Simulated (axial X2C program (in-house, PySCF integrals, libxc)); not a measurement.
# TeN⁺: from the spin-free to the two-component result

Calculated with an in-house relativistic program for diatomic molecules. Spin-free means the one-electron spin-free X2C Hamiltonian; two-component (2c) means X2C with spin–orbit coupling and atomic mean-field two-electron Coulomb and Gaunt terms, so the difference of the two also holds small scalar two-electron terms. Basis: Te dyall-cv3z [11s12p8d4f1g], N dyall-av3z [7s7p3d2f] (cores contracted in-house); Gaussian nuclei, density fitting, unrestricted open shells. Masses: Te 129.906 u, N 14.003 u.

Spin-free state: M_S = 0, Λ = 0 (closed shell); fragments Te+ + N.

| level | Re (Å) | ωe (cm⁻¹) | De (eV) | μ (D) |
| --- | --- | --- | --- | --- |
| TPSS | 1.794 | 961.5 | 3.557 | -1.90 |

Dipoles are positive if N is the positive end and refer to the centre of mass.

Two-component determinant lowest at the distance of the search:

Ω = 0 (closed shell); fragments Te+ + N.

```csv
level,Re (Å),ωe (cm⁻¹),De (eV),μ (D)
TPSS,1.796,955.8,3.472,-1.91
```

Question: From the two tables, how do the constants change at the TPSS level (2c against spin-free)?

Answer: At the TPSS level Re increases by 0.002 Å and ωe drops by 5.7 cm⁻¹; De changes by -0.085 eV.

The state is a single determinant with fixed occupations, the lowest that a limited PBE0 search found. Closed shells are restricted here (equal orbitals for both partners); the stretched side of such a curve lies too high. Dissociation energies refer to the lowest single-determinant-based atoms at the same level and basis.
